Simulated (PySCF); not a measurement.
Molecule: `C(SC(F)(F)F)=S`, C$_{2}$HF$_{3}$S$_{2}$.

Geometry (Å), atoms numbered from 1 in this order:
```xyz
8

F    -1.121    1.192    1.039
C    -1.179    0.196    0.158
F    -2.192    0.421   -0.660
F    -1.429   -0.918    0.841
S     0.392    0.058   -0.800
C     1.482   -0.233    0.543
S     3.066   -0.452    0.380
H     0.991   -0.254    1.508
```

Frames of a GFN2-xTB Langevin trajectory at 600 K; GIAO PBE0/pcSseg-1 shieldings in PySCF, gas phase, non-relativistic; equivalent atoms averaged within each frame.

Chemical shifts δ = σref − σ; CFCl3 for ¹⁹F (σ = 170.95 ppm); ¹³C (σ = 186.93 ppm), ¹H (σ = 31.72 ppm) against TMS; ³³S (σ = 503.73 ppm) against CS2, all at this level. The references are static minima.

Problem. How do the shifts (ppm) fluctuate along the trajectory?

Solution. 
```
         time (fs)  F1/F3/F4     C6     C2    S7   S5     H8
               250     -51.5  225.5  136.0   922  413  11.33
               425     -12.9  247.5  155.7  1127  492  11.02
               625     -36.3  239.7  146.8   980  487  11.47
               800     -24.1  220.3  143.1   958  363  11.69
              1000     -52.5  264.3  136.2  1162  300  13.03
    mean of frames     -35.4  239.5  143.6  1030  411  11.71
standard deviation      17.2   17.6    8.2   107   82   0.78
```

5 frames give an uncertainty of the mean of about the standard deviation over 2.2 at best, since frames this close in time may not be independent; classical motion lacks zero-point vibration, and the reference would need the same averaging.
